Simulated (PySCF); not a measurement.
**Structure from 2D NMR**

Compound of formula C₆H₁₁Cl₂N. Correlations simulated from computed shifts and the bond graph:

HSQC (one-bond C–H):
| δH | δC |
| --- | --- |
| 6.77 | 83.5 |
| 5.68 | 133.0 |
| 2.68 | 49.4 |
| 2.16 | 19.8 |
| 2.04 | 42.2 |

COSY cross peaks (H two or three bonds apart, from the bond graph; peaks can be absent where the dihedral angle is near 90°):
| δH | δH |
| --- | --- |
| 5.68 | 2.04 |
| 2.68 | 2.04 |

HMBC (two and three bonds, from the bond graph):
| δH | δC |
| --- | --- |
| 6.77 | 144.0, 133.0, 19.8 |
| 5.68 | 144.0, 83.5, 49.4, 42.2, 19.8 |
| 2.68 | 133.0, 42.2 |
| 2.16 | 144.0, 133.0, 83.5 |
| 2.04 | 144.0, 133.0, 49.4 |

Carbons without hydrogens: δ 144.0.

PySCF 2.14.0 with density-fitted response routines calculation with GFN2-xTB structure and shieldings: GIAO PBE0/pcSseg-1; single conformer, no solvent model, equivalent nuclei averaged, relativity neglected.

Referencing at the same level of theory: ¹H (σ = 31.72 ppm), ¹³C (σ = 186.93 ppm) against TMS.

Exchangeable hydrogens are left out of these lists.

Task: Assemble the structure.

Result: SMILES C/C(=C/CCN)C(Cl)Cl.

Atoms are numbered as in `[CH3:1]/[C:2](=[CH:3]/[CH2:4][CH2:5][NH2:6])[CH:7]([Cl:8])[Cl:9]`. Each H is labelled by its parent atom.

- δC 144.0 is C2, a fully substituted alkene carbon.
- δC 133.0 is C3, an alkene CH (δH 5.68).
- δC 83.5 is C7, an allylic sp3 CH bonded to 2 Cl (δH 6.77).
- δC 49.4 is C5, an sp3 CH2 bonded to N (δH 2.68).
- δC 42.2 is C4, an allylic sp3 CH2 (δH 2.04).
- δC 19.8 is C1, an allylic methyl carbon (δH 2.16).
- HMBC from δH 6.77 reaches the proton-free carbon C2.
- HMBC from δH 5.68 reaches the proton-free carbon C2.
- HMBC from δH 2.16 reaches the proton-free carbon C2.
- HMBC from δH 2.04 reaches the proton-free carbon C2.
- COSY links 5.68–2.04, 2.68–2.04.

The data come from this structure; uniqueness wasn't tested.

OH and NH positions are those of a molecule without intermolecular hydrogen bonds; in solution they move with solvent, concentration and temperature, and exchange usually removes their couplings. Carbons that carry Cl, above all several Cl atoms, come out too deshielded, partly because spin–orbit coupling is missing. Shifts are as computed. Against solution values, carbons near 30 ppm lie about +3 ppm off and those near 130 ppm about +5 ppm; carbons on Cl a further +6 ppm. Of 1211 compounds with measured shifts, 218 miss one by over three times the rms of a fit or turn the order of signals round; such compounds aren't used in these exercises.
